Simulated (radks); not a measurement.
Species: Nd+. Configuration: [Xe] 4f4 6f1 (not the ground configuration). Method: Dirac Kohn-Sham, PBE, spin-unpolarised, spherical densities, point nucleus; open shells are shared between the two j in proportion to 2j + 1; computed with a radial shooting solver on a logarithmic mesh with Libxc functionals.

Spin-orbit splittings of the eigenvalues, e(l+1/2) - e(l-1/2), with zeta = 2 splitting/(2l+1) and mean radii in bohr:

| shell | occ. | splitting (eV) | zeta (eV) | <r> j=l-1/2 | <r> j=l+1/2 |
|---|---|---|---|---|---|
| 2p | 6 | 520.1 | 346.7 | 0.08422 | 0.09063 |
| 3p | 6 | 103.8 | 69.22 | 0.2556 | 0.2681 |
| 3d | 10 | ? | ? | 0.2394 | 0.2433 |
| 4p | 6 | 22.50 | 15.00 | 0.6238 | 0.6520 |
| 4d | 10 | 3.974 | 1.590 | 0.7015 | 0.7116 |
| 4f | 4 | 0.4083 | 0.1166 | 1.079 | 1.096 |
| 5p | 6 | 3.052 | 2.035 | 1.656 | 1.743 |
| 6f | 1 | 0.002580 | 0.0007373 | 14.84 | 14.84 |

Estimate the 3d splitting.

Answer. 22.44 eV (zeta = 8.977 eV).
